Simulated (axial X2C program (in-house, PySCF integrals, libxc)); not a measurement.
**CaCl⁺: from Re and ωe to a spectrum**

A bond curve at the CCSD(T) level, with spin–orbit coupling, was computed with an in-house relativistic program for diatomic molecules (basis Ca dyall-cv3z [11s12p6d4f], Cl dyall-av3z [9s8p3d2f] (cores contracted in-house)) for the state Ω = 0 (closed shell). Its fit gives Re = 2.3842 Å, ωe = 428.4 cm⁻¹, ωexe = 1.2 cm⁻¹ and αe = 6.764e-04 cm⁻¹; the masses are 39.9626 and 34.9689 u. Two-component means X2C with spin–orbit coupling and atomic mean-field Coulomb and Gaunt terms.

Correlated methods: 8 electrons correlated (number of frozen shells: Ca 3 s, 2 p; Cl 2 s, 1 p), 250 virtual spin orbitals or spinors in MP2, 88 natural virtuals in coupled cluster.

Q: Find the reduced mass, Be and the force constant.

A: From the CCSD(T) values: μ = 18.6497 u. Be = 16.8576/(μ Re²) = 0.159 cm⁻¹. k = 5.8918×10⁻⁷ μ ωe² = 2.02 mdyn/Å.

Q: Give B0, the J = 1←0 line in GHz and the most populated J at 300 K (kT = 208.5 cm⁻¹).

A: B0 = Be − αe/2 = 0.1587 cm⁻¹; 2B0 = 9.514 GHz; J(max) ≈ √(kT/2B0) − 1/2 = 25.1, so J = 25.

Q: Estimate the centrifugal constant by the Kratzer relation.

A: D = 4Be³/ωe² = 8.76e-08 cm⁻¹.

Q: A Morse curve ties αe to the other constants (Pekeris). How well does that hold?

A: αe(Morse) = 6Be²/ωe × (√(ωexe/Be) − 1) = 6.187e-04 cm⁻¹; the CCSD(T) curve gives 6.764e-04 cm⁻¹, a ratio of 0.91.

Q: Estimate De from a Morse curve and compare with the computed well depth of 4.142 eV to Ca+ + Cl.

A: De(Morse) = ωe²/(4ωexe) = 4.740 eV against 4.142 eV computed, a ratio of 1.14. For De the Morse form works well here.

Occupations by symmetry block were frozen at the best pattern of an incomplete PBE0 search. De is counted from the lowest determinant-based energies of the atoms at the same level, without counterpoise correction. Coupled cluster ran in a truncated set of natural virtual spinors; the MP2 energy of the rest was added. (T) has no such correction and the atoms are truncated less, which lowers De at CCSD(T) by a hundredth of an eV or more. The outer-core s and p shells of the metal are frozen in the correlated rows, which leaves out core–valence correlation; for alkali and alkaline-earth bonds that tends to lengthen them.
